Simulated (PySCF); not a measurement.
Work out the structure from these simulated measurements.

Elements present: C, Cl, H and Si. Monoisotopic mass: 189.9857 u.

- Rotational structure: rotational constants A, B, C: 1.170, 0.464, 0.393 GHz [GFN2-xTB]
- 13C NMR: chemical shifts (computed TMS as zero) by class: 136.9 (1 C), 130.3 (1 C), 90.2 (1 C), 87.8 (1 C), 24.7 (1 C) ppm [GIAO PBE0/pcSseg-1]
- Dipole: 2.18 D [PBE0/pcSseg-1]
- NMR, other nuclei: isotropic shieldings of nuclei other than C and H, by class: 374 (1 Si), 417 (1 Si), 472 (1 Si), 1037 (1 Cl) ppm [GIAO PBE0/pcSseg-1]
- 1H NMR: chemical shifts (computed TMS as zero) by class: 5.70 (1 H), 5.62 (1 H), 5.40 (2 H), 4.21 (2 H), 3.36 (2 H), 2.74 (1 H), 1.96 (2 H) ppm [GIAO PBE0/pcSseg-1]

The electronic properties come from PySCF, for the isolated species, density fitting. Levels stand in brackets. One conformer (not necessarily the lowest) at the GFN2-xTB geometry, without solvent, vibrations or thermal averaging. NMR classes are plain means over equivalent atoms (diastereotopic ones count apart unless rotation or inversion swaps them), as if these changed places fast.

Problem. Which formula fits the mass and the elements?

Solution. C5H11ClSi3 (calculated 189.9857). No other formula that holds each of these elements comes within 0.0003 u with a fitting electron parity and a possible valence count.

Problem. Give a SMILES that accounts for the data.

Solution. Numbering: `[CH:1]#[C:2][C:3](=[CH2:4])[CH2:5][SiH2:6][SiH2:7][SiH2:8][Cl:9]`. Its formula, C5H11ClSi3, gives 3 degrees of unsaturation: 0 rings and 3 π bonds in the structure found. 5 carbons fall into 5 classes; from least to most shielded: fully substituted alkene carbon [C3] (136.9 ppm), terminal =CH2 carbon [C4] (130.3 ppm), terminal alkyne carbon [C1] (90.2 ppm), alkyne carbon [C2] (87.8 ppm), sp3 carbon bound to silicon [C5] (24.7 ppm). Hydrogen classes from least to most shielded: 1 H on a terminal =CH2 carbon, C4 (5.70 ppm), 1 H on a terminal =CH2 carbon, C4 (5.62 ppm), 2 H on a chlorine-bound silicon, Si8 (5.40 ppm), 2 H on an SiH2 silicon, Si6 (4.21 ppm), 2 H on an SiH2 silicon, Si7 (3.36 ppm), 1 H on a terminal alkyne carbon, C1 (2.74 ppm), 2 H on an sp3 carbon bound to silicon, C5 (1.96 ppm). The other shieldings belong to: 374 ppm, chlorine-bound silicon [Si8]; 417 ppm, SiH2 silicon [Si6]; 472 ppm, SiH2 silicon [Si7]; 1037 ppm, silicon-bound chlorine [Cl9]. The optimised geometry has point group C1 and is an asymmetric top. Structure: `C#CC(=C)C[SiH2][SiH2][SiH2]Cl`. Computed isomers that give other values at the same levels: `[SiH3]CC#C[C@@H]1[SiH2][C@@H]1[SiH2]Cl` (13C chemical shifts (computed TMS as zero) by class: 86.0 (1 C), 81.8 (1 C), 3.4 (1 C), 2.5 (1 C), 0.5 (1 C) ppm). The assignments are read from this structure; whether some other isomer fits the data as well wasn't checked.

The values belong to the conformer `[CH:1]#[C:2][C:3](=[CH2:4])[CH2:5][SiH2:6][SiH2:7][SiH2:8][Cl:9]`: C2–C3–C5–Si6 75°, C3–C5–Si6–Si7 49°, C5–Si6–Si7–Si8 -80°, Si6–Si7–Si8–Cl9 -169°.
